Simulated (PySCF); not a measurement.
# IrI: frontier orbitals

UHF at R = 2.472 Å; PySCF, scalar-relativistic core potentials, basis sets Ir def2-TZVPP with ECP60, I def2-TZVPP with ECP28. State: triplet, unpaired electrons π ↑, δ ↑, a mixture of terms (⟨Lz²⟩ = 4.3). Only the outer orbitals are listed, counted within each symmetry, core potentials removing the inner ones.

| spin | orbital | occ. | ε (eV) | on Ir (%) | main shells (%) |
| --- | --- | --- | --- | --- | --- |
| α | 4π | 1 | -13.62 | 90 | 90 Ir d, 9 I p |
| α | 7σ | 1 | -13.15 | 81 | 81 Ir d, 16 I p |
| α | 4π | 1 | -12.81 | 86 | 86 Ir d, 14 I p |
| α | 2δ | 1 | -12.51 | 79 | 79 Ir d, 19 I p |
| α | 2δ | 1 | -11.89 | 100 | 100 Ir d |
| α | 8σ | 1 | -9.91 | 63 | 38 Ir s, 36 I p, 24 Ir d |
| α | 5π | 1 | -9.34 | 11 | 89 I p, 8 Ir d |
| α | 5π | 1 | -9.10 | 16 | 84 I p, 13 Ir d |
| α | 9σ | 0 | -0.52 | 85 | 50 Ir s, 28 Ir p, 14 I p |
| α | 6π | 0 | 1.90 | 100 | 99 Ir p |
| α | 6π | 0 | 2.01 | 100 | 99 Ir p |
| β | 7σ | 1 | -12.45 | 47 | 49 I p, 45 Ir d |
| β | 4π | 1 | -11.80 | 72 | 72 Ir d, 27 I p |
| β | 2δ | 1 | -10.72 | 100 | 100 Ir d |
| β | 4π | 1 | -9.84 | 7 | 92 I p |
| β | 8σ | 1 | -9.26 | 67 | 46 Ir d, 32 I p, 21 Ir s |
| β | 5π | 1 | -8.82 | 29 | 71 I p, 27 Ir d |
| β | 9σ | 0 | -0.15 | 94 | 64 Ir s, 25 Ir p |
| β | 5π | 0 | 2.05 | 101 | 57 Ir p, 44 Ir d |
| β | 6π | 0 | 2.43 | 100 | 100 Ir p |

Which are the highest filled and the lowest empty level, where do they sit, and how wide is the gap?

Highest filled β 5π at -8.82 eV (in %: 71 I p, 27 Ir d); lowest empty α 9σ at -0.52 eV (in %: 50 Ir s, 28 Ir p, 14 I p); the gap at UHF is 8.30 eV.

The bond order (Mayer) is 1.11, the ⟨S²⟩ is 2.031 and the charge on Ir (Mulliken, basis-dependent) is 0.41. The charge on Ir (Löwdin, basis-dependent) is 0.00. The dipole moment (positive dipole means Ir(−)I(+)) is -4.58 D. The polarisability along the bond is 86.6 bohr³ and the polarisability across the bond is 62.5 bohr³.

Shares are Mulliken populations and can fall outside 0 to 100 %.

Spin–orbit coupling is left out. The state is the lowest single determinant that the PBE0 search found; with open d or f shells the true ground state can be another one.
